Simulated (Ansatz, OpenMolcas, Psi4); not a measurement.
As2 (SMILES [As]#[As]): methods side by side

As2: 2 atoms, total charge 0, spin state singlet. SMILES: `[As]#[As]`. The coordinates come from a PBE0-D4/def2-TZVP relaxation.

```csv
atom,x (Å),y (Å),z (Å)
As,0.0000,0.0000,0.0025
As,0.0000,0.0000,2.0915
```

Quantity: the electronic atomisation energy, in eV. The values are calculated. Electronic energies at fixed atoms, without zero-point motion or spin-orbit coupling.

```tsv
level	kind	program	value (eV)	CPU time (all runs)
M06-L/def2-TZVPPD	meta-GGA	OpenMolcas	4.50	36 s
r2SCAN/def2-TZVPPD	meta-GGA	Ansatz	3.95	14 s
B3LYP/def2-TZVPPD	global hybrid	OpenMolcas	4.06	30 s
wB97X/def2-TZVPPD	range-separated hybrid	Ansatz	4.24	28 s
PBE-QIDH/def2-TZVPPD	double hybrid	Ansatz	3.66	11 s
RPA@PBE/def2-TZVPPD	RPA	Ansatz	3.80	8.6 s
MP2/def2-TZVPPD	perturbation theory	Psi4	3.81	13 s
BCCD(T)/def2-TZVPPD	coupled cluster or CI	Ansatz	3.68	17 s
FCI/STO-3G	exact in the basis	Ansatz	4.08	1.9 s
```

All-electron rows without a relativistic Hamiltonian named are non-relativistic. The values span 3.66 to 4.50 eV. High-level rows in very small sets aren't better than simpler rows in larger ones. In the correlated wave-function rows the outer d shell of As is correlated, in sets not made for it. In so small a basis fixed costs decide the times, and correlated methods can beat functionals. CPU times are rough (shared hosts, several kinds of processor and program).
